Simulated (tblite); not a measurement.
A geometry optimisation, step by step.

Species: C4H9FOS.
SMILES with atom numbers: `[CH3:1][CH2:2][S@@:3](=[O:4])[C@H:5]([CH3:6])[F:7]` (hydrogens: H8, H9, H10 on C1; H11, H12 on C2; H13 on C5; H14, H15, H16 on C6)

Computed with GFN2-xTB (tblite), gas phase: L-BFGS steps from a force-field or distance-geometry start until the largest atomic force falls under 0.01 eV/Å. 7 of its 188 geometries are shown.

Step 0: E = -683.9804 eV, largest atomic force 5.200 eV/Å
```
atom  x, y, z in Å  |  force x, y, z in eV/Å
C1      1.904    0.637    0.519    0.555   1.504   0.921
C2      1.218   -0.070   -0.618    0.887   1.257   0.289
S3      0.049   -1.307   -0.071   -0.987  -4.061  -3.094
O4      0.664   -2.514    0.564   -0.058   1.805   0.359
C5     -1.282   -0.595    0.918   -0.348   1.155   0.903
C6     -2.064    0.458    0.133    0.567   0.455   0.367
F7     -0.695    0.014    2.010   -0.622  -0.250   0.364
H8      2.967    0.853    0.284   -0.599  -0.217   0.212
H9      1.427    1.631    0.692    0.289  -0.683   0.097
H10     1.868    0.087    1.485    0.048   0.179  -0.789
H11     0.648    0.638   -1.266    0.357  -0.689   0.431
H12     1.999   -0.572   -1.201   -0.610  -0.249  -0.056
H13    -1.994   -1.399    1.201    0.865   0.149   0.281
H14    -3.108    0.416    0.455    0.265   0.430  -0.041
H15    -1.574    1.437    0.357   -0.737  -0.593  -0.231
H16    -2.035    0.294   -0.938    0.128  -0.192  -0.013
```

Step 31: E = -684.8973 eV, largest atomic force 0.142 eV/Å
```
atom  x, y, z in Å  |  force x, y, z in eV/Å
C1      1.811    0.572    0.574    0.024   0.020   0.026
C2      1.167   -0.043   -0.651    0.020   0.053   0.058
S3      0.061   -1.455   -0.177   -0.057  -0.016   0.081
O4      0.840   -2.265    0.754   -0.078   0.052  -0.032
C5     -1.221   -0.524    0.890   -0.026  -0.065  -0.014
C6     -2.001    0.497    0.085    0.049  -0.077   0.006
F7     -0.642    0.053    1.985   -0.003  -0.035  -0.080
H8      2.799    0.972    0.354   -0.059   0.032  -0.066
H9      1.192    1.369    0.984    0.091  -0.064   0.028
H10     1.934   -0.204    1.333    0.004   0.052  -0.047
H11     0.559    0.647   -1.232    0.069   0.010   0.008
H12     1.909   -0.510   -1.302   -0.049   0.038   0.031
H13    -1.840   -1.346    1.265   -0.072   0.023   0.006
H14    -3.001    0.641    0.496    0.139   0.027   0.007
H15    -1.473    1.451    0.109   -0.078  -0.078  -0.069
H16    -2.100    0.155   -0.944    0.027   0.027   0.056
```

Step 62: E = -684.9361 eV, largest atomic force 0.031 eV/Å
```
atom  x, y, z in Å  |  force x, y, z in eV/Å
C1      1.885    0.559    0.597   -0.012  -0.004   0.000
C2      1.154   -0.013   -0.596   -0.001   0.001  -0.002
S3      0.057   -1.446   -0.140    0.018   0.018  -0.018
O4      0.815   -2.236    0.823   -0.003  -0.009   0.001
C5     -1.273   -0.537    0.869    0.016  -0.010   0.004
C6     -2.016    0.476    0.029    0.003  -0.010   0.009
F7     -0.725    0.046    1.974    0.008   0.017  -0.010
H8      2.742    1.146    0.275   -0.001  -0.020   0.011
H9      1.238    1.191    1.199    0.000   0.008   0.002
H10     2.236   -0.262    1.220    0.015  -0.002  -0.001
H11     0.540    0.711   -1.126   -0.006   0.001   0.007
H12     1.856   -0.460   -1.300    0.002   0.003  -0.001
H13    -1.919   -1.347    1.228   -0.014   0.007   0.004
H14    -2.926    0.791    0.534   -0.011   0.008  -0.004
H15    -1.396    1.355   -0.133   -0.014  -0.001  -0.008
H16    -2.276    0.033   -0.929    0.001  -0.008   0.005
```

Step 94: E = -684.9906 eV, largest atomic force 0.102 eV/Å
```
atom  x, y, z in Å  |  force x, y, z in eV/Å
C1      2.167    0.312    0.740   -0.011  -0.007   0.021
C2      1.249    0.215   -0.459    0.000  -0.024   0.005
S3      0.034   -1.186   -0.261   -0.022   0.013   0.019
O4      0.666   -2.157    0.627    0.018  -0.002  -0.008
C5     -1.259   -0.281    0.800    0.038   0.039   0.029
C6     -2.356    0.229   -0.105    0.042   0.049   0.027
F7     -0.706    0.765    1.492   -0.014  -0.043   0.004
H8      3.092    0.829    0.491   -0.055  -0.001  -0.036
H9      1.681    0.837    1.559    0.022   0.012  -0.010
H10     2.417   -0.693    1.085   -0.028   0.012  -0.059
H11     0.672    1.119   -0.648    0.033  -0.030   0.061
H12     1.794   -0.051   -1.365    0.049   0.008   0.025
H13    -1.596   -1.015    1.540    0.000   0.023  -0.039
H14    -3.144    0.691    0.486   -0.039   0.004  -0.007
H15    -1.946    0.985   -0.775   -0.059  -0.079  -0.026
H16    -2.772   -0.591   -0.683    0.027   0.025  -0.005
```

Step 125: E = -684.9965 eV, largest atomic force 0.015 eV/Å
```
atom  x, y, z in Å  |  force x, y, z in eV/Å
C1      2.192    0.277    0.755    0.000   0.002   0.000
C2      1.263    0.241   -0.436   -0.002   0.000  -0.005
S3      0.030   -1.147   -0.276    0.005   0.009  -0.001
O4      0.645   -2.143    0.597   -0.004   0.002  -0.007
C5     -1.258   -0.239    0.789   -0.012   0.007  -0.003
C6     -2.387    0.202   -0.114   -0.004  -0.003  -0.008
F7     -0.720    0.842    1.436    0.004   0.001   0.003
H8      3.094    0.838    0.523    0.008  -0.001  -0.004
H9      1.709    0.734    1.614   -0.005  -0.003   0.005
H10     2.471   -0.743    1.018    0.004   0.000   0.006
H11     0.703    1.163   -0.572   -0.003  -0.013  -0.006
H12     1.804    0.010   -1.354   -0.002   0.002   0.010
H13    -1.564   -0.956    1.558    0.000   0.006  -0.005
H14    -3.155    0.720    0.457    0.006  -0.008   0.006
H15    -2.010    0.879   -0.877    0.000  -0.006   0.003
H16    -2.825   -0.667   -0.596    0.005   0.004   0.006
```

Step 156: E = -685.0703 eV, largest atomic force 0.125 eV/Å
```
atom  x, y, z in Å  |  force x, y, z in eV/Å
C1      2.072    0.049    0.924    0.036  -0.042   0.083
C2      1.538    0.302   -0.463   -0.029  -0.027  -0.011
S3     -0.020   -0.658   -0.765   -0.025   0.032  -0.023
O4      0.205   -1.979   -0.181   -0.024  -0.034   0.016
C5     -1.097    0.211    0.531    0.014  -0.031  -0.120
C6     -2.540   -0.077    0.199   -0.028  -0.088  -0.014
F7     -0.858    1.559    0.494    0.030   0.111   0.033
H8      3.113    0.353    0.997    0.005   0.012   0.015
H9      1.497    0.601    1.663    0.041  -0.004   0.050
H10     2.009   -1.018    1.141   -0.013   0.008   0.014
H11     1.315    1.349   -0.644   -0.032   0.038  -0.062
H12     2.223   -0.067   -1.224    0.050   0.018  -0.049
H13    -0.797   -0.163    1.511    0.038  -0.033   0.049
H14    -3.199    0.266    0.994   -0.031   0.042   0.000
H15    -2.802    0.432   -0.728   -0.033  -0.066   0.041
H16    -2.666   -1.151    0.075    0.001   0.064  -0.021
```

Step 187: E = -685.0865 eV, largest atomic force 0.010 eV/Å
```
atom  x, y, z in Å  |  force x, y, z in eV/Å
C1      2.082   -0.077    0.947   -0.005   0.001  -0.007
C2      1.557    0.400   -0.390    0.002   0.008  -0.001
S3     -0.006   -0.493   -0.860   -0.001   0.001   0.006
O4      0.125   -1.850   -0.327   -0.003   0.001  -0.001
C5     -1.121    0.361    0.402    0.003   0.004   0.005
C6     -2.515   -0.204    0.273   -0.005  -0.008   0.002
F7     -1.102    1.709    0.144   -0.001  -0.004  -0.006
H8      3.151    0.098    1.028    0.004   0.003  -0.002
H9      1.591    0.430    1.774   -0.001  -0.003   0.003
H10     1.899   -1.149    1.032    0.007  -0.007   0.002
H11     1.331    1.462   -0.418   -0.003   0.001  -0.001
H12     2.255    0.162   -1.193   -0.002  -0.005   0.006
H13    -0.697    0.205    1.398    0.007  -0.001  -0.001
H14    -3.171    0.199    1.043   -0.006   0.001  -0.005
H15    -2.925    0.041   -0.705   -0.003   0.006   0.000
H16    -2.462   -1.285    0.376    0.006   0.004  -0.001
```

**Question.** Summarise the path.

**Answer.** The energy falls by 106.72 kJ/mol from step 0 to step 187; nine tenths of that is first reached at step 89. It rises by more than 0.2 meV at steps 77, 81, 139, 143 and 147. The largest force goes from 5.200 to 0.010 eV/Å. Among the bonds S3–C5 changes most, from 1.804 to 1.888 Å; the atoms move by 1.437 Å rms after alignment.

**Question.** Follow the three bonds and two angles with the largest change from start to end.

**Answer.** 
```csv
step,E above end (kJ/mol),largest force (eV/Å),S3–C5 (Å),C2–S3 (Å),S3=O4 (Å),C2–S3–C5 (°),O4–S3–C5 (°)
0,106.72,5.200,1.804,1.788,1.496,112.1,112.9
8,28.15,0.270,1.897,1.861,1.460,103.3,106.2
16,23.89,0.225,1.881,1.852,1.460,101.8,104.6
24,20.05,0.142,1.895,1.861,1.460,100.9,104.8
33,17.62,0.141,1.897,1.856,1.459,100.2,105.8
41,15.25,0.065,1.896,1.860,1.459,99.1,106.2
49,14.88,0.048,1.901,1.858,1.458,99.4,106.4
57,14.58,0.034,1.900,1.858,1.459,99.9,105.9
65,14.48,0.020,1.901,1.861,1.458,100.1,105.7
73,14.31,0.077,1.900,1.860,1.459,99.7,106.0
81,13.57,0.380,1.902,1.862,1.460,98.2,105.9
89,10.60,0.116,1.896,1.864,1.460,98.1,106.0
98,8.85,0.062,1.901,1.865,1.461,98.4,105.9
106,8.75,0.018,1.903,1.864,1.461,98.1,106.1
114,8.71,0.016,1.902,1.863,1.461,97.9,106.0
122,8.69,0.013,1.903,1.864,1.461,98.0,105.9
130,8.66,0.016,1.903,1.863,1.461,98.2,106.1
138,8.42,0.182,1.908,1.862,1.465,98.9,104.4
146,6.02,0.179,1.905,1.861,1.461,98.6,103.1
154,2.19,0.277,1.896,1.856,1.463,97.5,103.0
163,0.78,0.059,1.889,1.856,1.464,96.9,102.6
171,0.28,0.055,1.886,1.857,1.463,97.1,102.4
179,0.05,0.030,1.887,1.860,1.464,96.3,102.8
187,0.00,0.010,1.888,1.861,1.464,96.4,103.2
```
